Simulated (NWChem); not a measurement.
## Which level was it?

CHBrF2: 5 atoms, total charge 0, spin state singlet. SMILES: `FC(F)Br`. The shape is that of a PBE0-D4/def2-TZVP optimisation.

```xyz
5

F     0.1743   -0.6239    1.2011
C     0.1418    0.0192    0.0350
F     0.7079   -0.7538   -0.8905
Br   -1.6954    0.3897   -0.4567
H     0.6714    0.9687    0.1111
```

A calculation with NWChem 7.3.0 gave:

```yaml
total_energy: -2812.0170 Eh
dipole_moment: 1.38 D
HOMO_energy: -8.87 eV
LUMO_energy: -0.73 eV
HOMO–LUMO_gap: 8.14 eV
largest_force: 0.452 eV/Å
```

Q: Which of these levels gave the numbers?
A. PBE/aug-cc-pVDZ
B. B3LYP/aug-cc-pVDZ
C. PBE0/aug-cc-pVDZ
D. r2SCAN/aug-cc-pVDZ

A: C. The others give -2812.4284 Eh (r2SCAN/aug-cc-pVDZ), -2811.9292 Eh (PBE/aug-cc-pVDZ), -2812.5730 Eh (B3LYP/aug-cc-pVDZ).
